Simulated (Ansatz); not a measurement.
Input for Ansatz (a program for electronic structure): U-B3LYP-D3(BJ)/def2-TZVP on CCrO (SMILES [O+]#[C-]->[Cr]), 2S+1 = 5, a spin state set in the input, which need not be the lowest.

Ansatz 0.2 input:
```yaml
crystal:
  periodic: [false, false, false]
  atoms:
    - {symbol: Cr, position_ang: [-0.84855079, -0.91535018, -0.88536551]}
    - {symbol: O, position_ang: [0.94197633, 0.36161317, 0.63333414]}
    - {symbol: C, position_ang: [-0.12649426, 0.60120861, 0.18161174]}
basis:
  gaussian:
    orbitals: def2-TZVP
hamiltonian:
  xc: b3lyp
  dispersion: d3bj
magnetization: {spin_polarized: true, initial_magnetization: 4}
relax: {f_tol: 0.005, max_steps: 120}
```

Program output:

```
WARN ansatz: RAYON_NUM_THREADS=1 ignored (pool sized by the plan → 1); use --threads N
Functional definition: B3LYP
integrals: 0.03 GiB planned
817 factors; their error is unknown
mean field: 0.42 GiB planned
mean field evaluation 1: about -31491.9077 eV, gradient 6.4e1 eV
mean field evaluation 2: about -31350.7472 eV, gradient 1.6e2 eV
mean field evaluation 4: about -31498.8616 eV, gradient 3.5e1 eV
mean field evaluation 8: about -31504.4988 eV, gradient 6.9e0 eV
mean field evaluation 16: about -31504.7521 eV, gradient 1.0e-1 eV
mean field evaluation 32: about -31504.8922 eV, gradient 2.7e-5 eV
mean field evaluation 64: about -31504.7504 eV, gradient 3.4e-1 eV
mean field evaluation 96: about -31504.7212 eV, gradient 4.7e-1 eV
mean field evaluation 128: about -31386.6237 eV, gradient 1.6e2 eV
mean field evaluation 160: about -31504.8920 eV, gradient 1.5e-1 eV
mean field evaluation 192: about -31504.7525 eV, gradient 1.3e-1 eV
mean field evaluation 224: about -31504.3728 eV, gradient 3.3e-5 eV
mean field -31504.89217820 eV, -1157.7834327658 hartree, gradient 9.9e-6 eV, S^2 6.973333; 14 other end points of the search recorded, 0 dependent functions left out
the calculation of the forces begins
reference -31504.89238177 eV, -1157.7834402469 hartree; 21, 17 occupied and 86, 90 virtual orbitals, 817 factors
relax step   1: F+E_penalty+E_count = -31504.98794209 eV  Δ(F+E_penalty+E_count) = +0.000e0 eV  max|allowed force component| = 2.408e0 eV/Å  Δτ_max = 0.0000 Å  (509 SCF iters, accepted)
these checks for a lower state are left out or cut short: starts, cluster_reference, orbital_swaps, neighbouring_geometries, increment
integrals: 0.03 GiB planned
817 factors; their error is unknown
mean field: 0.41 GiB planned
mean field evaluation 256: about -31504.9621 eV, gradient 2.7e-2 eV
mean field -31505.10192511 eV, -1157.7911408227 hartree, gradient 2.4e-5 eV, S^2 6.945955; 0 other end points of the search recorded, 0 dependent functions left out
the calculation of the forces begins
reference -31505.10212863 eV, -1157.7911483020 hartree; 21, 17 occupied and 86, 90 virtual orbitals, 817 factors
relax step   2: F+E_penalty+E_count = -31505.19977774 eV  Δ(F+E_penalty+E_count) = -2.118e-1 eV  max|allowed force component| = 2.158e0 eV/Å  Δτ_max = 0.0854 Å  (58 SCF iters, accepted)
these checks for a lower state are left out or cut short: starts, cluster_reference, orbital_swaps, neighbouring_geometries, increment
integrals: 0.03 GiB planned
817 factors; their error is unknown
mean field: 0.41 GiB planned
mean field -31505.18605755 eV, -1157.7942326329 hartree, gradient 2.3e-5 eV, S^2 6.827275; 0 other end points of the search recorded, 0 dependent functions left out
the calculation of the forces begins
reference -31505.18625746 eV, -1157.7942399793 hartree; 21, 17 occupied and 86, 90 virtual orbitals, 817 factors
relax step   3: F+E_penalty+E_count = -31505.28900701 eV  Δ(F+E_penalty+E_count) = -8.923e-2 eV  max|allowed force component| = 6.469e0 eV/Å  Δτ_max = 0.1933 Å  (58 SCF iters, accepted)
these checks for a lower state are left out or cut short: starts, cluster_reference, orbital_swaps, neighbouring_geometries, increment
integrals: 0.03 GiB planned
817 factors; their error is unknown
mean field: 0.40 GiB planned
mean field -31505.06616469 eV, -1157.7898266517 hartree, gradient 1.1e-5 eV, S^2 6.820295; 0 other end points of the search recorded, 0 dependent functions left out
the calculation of the forces begins
reference -31505.06636608 eV, -1157.7898340525 hartree; 21, 17 occupied and 86, 90 virtual orbitals, 817 factors
relax step   4: F+E_penalty+E_count = -31505.17201660 eV  Δ(F+E_penalty+E_count) = +1.170e-1 eV  max|allowed force component| = 4.930e0 eV/Å  Δτ_max = 0.1944 Å  (66 SCF iters, rejected (line search))
these checks for a lower state are left out or cut short: starts, cluster_reference, orbital_swaps, neighbouring_geometries, increment
integrals: 0.03 GiB planned
817 factors; their error is unknown
mean field: 0.41 GiB planned
mean field evaluation 288: about -31505.1422 eV, gradient 2.8e-1 eV
mean field -31505.28384181 eV, -1157.7978261382 hartree, gradient 2.4e-5 eV, S^2 6.879908; 0 other end points of the search recorded, 0 dependent functions left out
the calculation of the forces begins
reference -31505.28404572 eV, -1157.7978336316 hartree; 21, 17 occupied and 86, 90 virtual orbitals, 817 factors
relax step   5: F+E_penalty+E_count = -31505.38377353 eV  Δ(F+E_penalty+E_count) = -9.477e-2 eV  max|allowed force component| = 2.857e0 eV/Å  Δτ_max = 0.0953 Å  (66 SCF iters, accepted)
these checks for a lower state are left out or cut short: starts, cluster_reference, orbital_swaps, neighbouring_geometries, increment
integrals: 0.03 GiB planned
817 factors; their error is unknown
mean field: 0.41 GiB planned
mean field -31505.42023012 eV, -1157.8028383159 hartree, gradient 1.0e-5 eV, S^2 6.818891; 0 other end points of the search recorded, 0 dependent functions left out
the calculation of the forces begins
reference -31505.42043316 eV, -1157.8028457776 hartree; 21, 17 occupied and 86, 90 virtual orbitals, 817 factors
relax step   6: F+E_penalty+E_count = -31505.51903174 eV  Δ(F+E_penalty+E_count) = -1.353e-1 eV  max|allowed force component| = 1.292e0 eV/Å  Δτ_max = 0.0994 Å  (59 SCF iters, accepted)
these checks for a lower state are left out or cut short: starts, cluster_reference, orbital_swaps, neighbouring_geometries, increment
integrals: 0.03 GiB planned
817 factors; their error is unknown
mean field: 0.41 GiB planned
mean field evaluation 320: about -31505.4914 eV, gradient 8.5e-6 eV
mean field -31505.49136664 eV, -1157.8054525349 hartree, gradient 8.5e-6 eV, S^2 6.727901; 0 other end points of the search recorded, 0 dependent functions left out
the calculation of the forces begins
reference -31505.49156745 eV, -1157.8054599146 hartree; 21, 17 occupied and 86, 90 virtual orbitals, 817 factors
relax step   7: F+E_penalty+E_count = -31505.58776555 eV  Δ(F+E_penalty+E_count) = -6.873e-2 eV  max|allowed force component| = 3.938e-1 eV/Å  Δτ_max = 0.1491 Å  (75 SCF iters, accepted)
these checks for a lower state are left out or cut short: starts, cluster_reference, orbital_swaps, neighbouring_geometries, increment
integrals: 0.03 GiB planned
817 factors; their error is unknown
mean field: 0.41 GiB planned
mean field -31505.49319184 eV, -1157.8055196100 hartree, gradient 3.1e-6 eV, S^2 6.716946; 0 other end points of the search recorded, 0 dependent functions left out
the calculation of the forces begins
reference -31505.49339171 eV, -1157.8055269550 hartree; 21, 17 occupied and 86, 90 virtual orbitals, 817 factors
relax step   8: F+E_penalty+E_count = -31505.58938712 eV  Δ(F+E_penalty+E_count) = -1.622e-3 eV  max|allowed force component| = 1.254e-1 eV/Å  Δτ_max = 0.0480 Å  (73 SCF iters, accepted)
these checks for a lower state are left out or cut short: starts, cluster_reference, orbital_swaps, neighbouring_geometries, increment
integrals: 0.03 GiB planned
817 factors; their error is unknown
mean field: 0.41 GiB planned
mean field -31505.49280365 eV, -1157.8055053442 hartree, gradient 5.6e-6 eV, S^2 6.723934; 0 other end points of the search recorded, 0 dependent functions left out
the calculation of the forces begins
reference -31505.49300391 eV, -1157.8055127037 hartree; 21, 17 occupied and 86, 90 virtual orbitals, 817 factors
relax step   9: F+E_penalty+E_count = -31505.58914704 eV  Δ(F+E_penalty+E_count) = +2.401e-4 eV  max|allowed force component| = 1.591e-1 eV/Å  Δτ_max = 0.0414 Å  (78 SCF iters, rejected (line search))
these checks for a lower state are left out or cut short: starts, cluster_reference, orbital_swaps, neighbouring_geometries, increment
integrals: 0.03 GiB planned
817 factors; their error is unknown
mean field: 0.41 GiB planned
mean field evaluation 352: about -31505.4938 eV, gradient 1.3e-1 eV
mean field -31505.49397758 eV, -1157.8055484853 hartree, gradient 8.6e-6 eV, S^2 6.721914; 0 other end points of the search recorded, 0 dependent functions left out
the calculation of the forces begins
reference -31505.49417766 eV, -1157.8055558381 hartree; 21, 17 occupied and 86, 90 virtual orbitals, 817 factors
relax step  10: F+E_penalty+E_count = -31505.59030408 eV  Δ(F+E_penalty+E_count) = -9.170e-4 eV  max|allowed force component| = 1.598e-2 eV/Å  Δτ_max = 0.0200 Å  (74 SCF iters, accepted)
these checks for a lower state are left out or cut short: starts, cluster_reference, orbital_swaps, neighbouring_geometries, increment
integrals: 0.03 GiB planned
817 factors; their error is unknown
mean field: 0.41 GiB planned
mean field -31505.49401038 eV, -1157.8055496907 hartree, gradient 4.2e-6 eV, S^2 6.721219; 0 other end points of the search recorded, 0 dependent functions left out
the calculation of the forces begins
reference -31505.49421049 eV, -1157.8055570445 hartree; 21, 17 occupied and 86, 90 virtual orbitals, 817 factors
relax step  11: F+E_penalty+E_count = -31505.59031811 eV  Δ(F+E_penalty+E_count) = -1.403e-5 eV  max|allowed force component| = 4.366e-3 eV/Å  Δτ_max = 0.0021 Å  (76 SCF iters, accepted)
integrals: 0.03 GiB planned
817 factors; their error is unknown
mean field: 0.41 GiB planned
mean field evaluation 384: about -31503.7476 eV, gradient 1.8e1 eV
mean field evaluation 416: about -31503.8131 eV, gradient 1.3e1 eV
mean field evaluation 448: about -31505.1043 eV, gradient 5.7e0 eV
mean field -31505.49401038 eV, -1157.8055496907 hartree, gradient 4.2e-6 eV, S^2 6.721219; 10 other end points of the search recorded, 0 dependent functions left out
the calculation of the forces begins
reference -31505.49421049 eV, -1157.8055570445 hartree; 21, 17 occupied and 86, 90 virtual orbitals, 817 factors
Total energy: -31505.59051822 eV, -1157.8090962883 hartree
Atom 0 at    -1.084518    -0.921733    -1.012036 Å, force    -0.002745    -0.002371    -0.002516 eV/Å
Atom 1 at     0.935020     0.716120     0.790565 Å, force    -0.001621    -0.000456    -0.001057 eV/Å
Atom 2 at     0.116429     0.253084     0.151052 Å, force     0.004366     0.002828     0.003573 eV/Å
Dipole moment:    -0.031805     0.078747     0.019054 e Å
```

Self-consistency was reached. Its determinant has ⟨S²⟩ = 6.72, a mixture of spin states.

Cost: about 70 core-seconds (a rough figure).
